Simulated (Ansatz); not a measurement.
Frontier orbitals of `[SiH3][O][Zn][SH]`.

```xyz
8

Si    0.4583    1.5856    0.5844
O     0.6532    0.0007    0.2964
Zn   -0.1545   -1.4908   -0.1806
S    -1.0650   -3.3577   -0.7146
H     0.3443    2.3555   -0.6878
H    -0.7734    1.8533    1.3834
H     1.6303    2.1004    1.3419
H    -1.0933   -3.0470   -2.0230
```

Total charge 0; spin multiplicity 1. For Zn the d shell is correlated and the shells below it are frozen. Scalar relativity is left out up to krypton. The structure was optimised at the PBE0-D4/def2-TZVP level. It is one conformer, not always the lowest. Basis def2-TZVPP, Ansatz.

Orbital energies of one run (eV). Highest occupied ones, from the top: -7.27, -7.95, -8.08, -8.95, -9.98, -10.03, -11.03, -11.14, -13.73, -14.93, -14.93, -14.99, -15.05, -15.69. Empty: -1.61, -0.77, -0.37, 0.20, 0.83, 1.59.

Which functional gave them?
A. LC-ωPBE
B. HSE06 (plane-wave form)
C. ωB97M-V
D. B97M-V

B. HOMO energies: HSE06 -7.27, ωB97M-V -9.88, B97M-V -6.80, LC-ωPBE -10.38 eV.

LC-ωPBE has ω = 0.4 bohr⁻¹.
